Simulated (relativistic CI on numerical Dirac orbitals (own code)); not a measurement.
**Forbidden transitions in Nd XX**

Calculated at this level of theory: Dirac-Coulomb-Breit CI, separate exchange-only KLI orbitals for each configuration, model QED, unscaled Slater integrals (own radial code, finite nucleus).

Configurations in the expansion (outside the closed core [Ar] 3d10): 4s²4p⁶4d⁵, 4s²4p⁵4d⁶, 4s²4p⁶4d⁴4f, 4s4p⁶4d⁵4f, 4p⁶4d⁷, 4p⁵4d⁸, 4s²4p⁶4d³5s², 4s²4p⁶4d²4f5s², 4s4p⁶4d³4f5s². Double excitations out of closed p, d and f shells are left out; levels of such configurations are missing from the list, as are those of other unlisted configurations, and high levels can miss mixing partners.

```tsv
λ vac (nm)	Lower	Upper	Type	A (s⁻¹)	E lower (cm⁻¹)	E upper (cm⁻¹)
91.380	4s²4p⁶4d⁵ ⁶S5/2 [1]	4s²4p⁶4d⁵ ⁴F3/2 [16]	M1	4.04e+02	0.0	109432.6
95.102	4s²4p⁶4d⁵ ⁶S5/2 [1]	4s²4p⁶4d⁵ ⁴D3/2 [14]	M1	4.95e+02	0.0	105150.1
108.70	4s²4p⁶4d⁵ ⁶S5/2 [1]	4s²4p⁶4d⁵ ²D5/2 [10]	M1	8.42e+02	0.0	91996.2
142.69	4s²4p⁶4d⁵ ⁶S5/2 [1]	4s²4p⁶4d⁵ ⁴G5/2 [6]	M1	4.85e+02	0.0	70083.5
143.08	4s²4p⁶4d⁵ ⁴G7/2 [3]	4s²4p⁶4d⁵ ⁴F5/2 [20]	M1	7.25e+02	62326.2	132217.9
149.67	4s²4p⁶4d⁵ ⁴G5/2 [2]	4s²4p⁶4d⁵ ⁴F3/2 [16]	M1	9.65e+02	42620.2	109432.6
151.49	4s²4p⁶4d⁵ ⁴G7/2 [3]	4s²4p⁶4d⁵ ²H9/2 [19]	M1	4.25e+02	62326.2	128336.7
153.90	4s²4p⁶4d⁵ ⁶S5/2 [1]	4s²4p⁶4d⁵ ⁴D3/2 [4]	M1	1.57e+03	0.0	64978.4
159.85	4s²4p⁶4d⁵ ⁴G11/2 [5]	4s²4p⁶4d⁵ ²H9/2 [19]	M1	4.19e+02	65779.0	128336.7
160.94	4s²4p⁶4d⁵ ⁴G5/2 [6]	4s²4p⁶4d⁵ ⁴F5/2 [20]	M1	4.28e+02	70083.5	132217.9
173.02	4s²4p⁶4d⁵ ⁴G9/2 [7]	4s²4p⁶4d⁵ ²H9/2 [19]	M1	1.10e+03	70540.3	128336.7
202.53	4s²4p⁶4d⁵ ⁴G5/2 [2]	4s²4p⁶4d⁵ ²D5/2 [10]	M1	5.20e+02	42620.2	91996.2
214.60	4s²4p⁶4d⁵ ⁴G5/2 [6]	4s²4p⁶4d⁵ ²F5/2 [18]	M1	1.47e+03	70083.5	116682.7
217.85	4s²4p⁶4d⁵ ⁴G7/2 [3]	4s²4p⁶4d⁵ ²G9/2 [15]	M1	2.76e+02	62326.2	108229.1
224.95	4s²4p⁶4d⁵ ⁴D3/2 [4]	4s²4p⁶4d⁵ ⁴F3/2 [16]	M1	1.27e+03	64978.4	109432.6
234.63	4s²4p⁶4d⁵ ⁶S5/2 [1]	4s²4p⁶4d⁵ ⁴G5/2 [2]	M1	8.17e+02	0.0	42620.2
235.57	4s²4p⁶4d⁵ ⁴G11/2 [5]	4s²4p⁶4d⁵ ²G9/2 [15]	M1	2.31e+02	65779.0	108229.1
248.62	4s²4p⁶4d⁵ ²D5/2 [10]	4s²4p⁶4d⁵ ⁴F5/2 [20]	M1	5.74e+02	91996.2	132217.9
294.88	4s²4p⁶4d⁵ ⁴G11/2 [5]	4s²4p⁶4d⁵ ²I11/2 [11]	M1	5.09e+02	65779.0	99690.9
364.12	4s²4p⁶4d⁵ ⁴G5/2 [2]	4s²4p⁶4d⁵ ⁴G5/2 [6]	M1	6.52e+02	42620.2	70083.5
```

Terms are leading LS components. Brackets give the number of a level in order of energy, since labels repeat. The list gives strong lines, with weight on those to low levels, among the lowest 200 of 1946 levels, so that lines to higher ones, which can be the strongest, are missing. Levels whose partners in the same complex of configurations lie outside the list can be far off, and so can their lines. Rates are taken at the computed energies, electric ones in the length gauge.

At this charge energies of transitions that change n are usually good to better than 1 %, and those within a shell (Δn = 0) to a few per cent. Terms inside the open d or f shell come out 10 to 20 % too wide with unscaled integrals.

LS names give the leading component of a level, which can be under half, so a name can repeat, a term be missing and a line seem to break the LS rules.
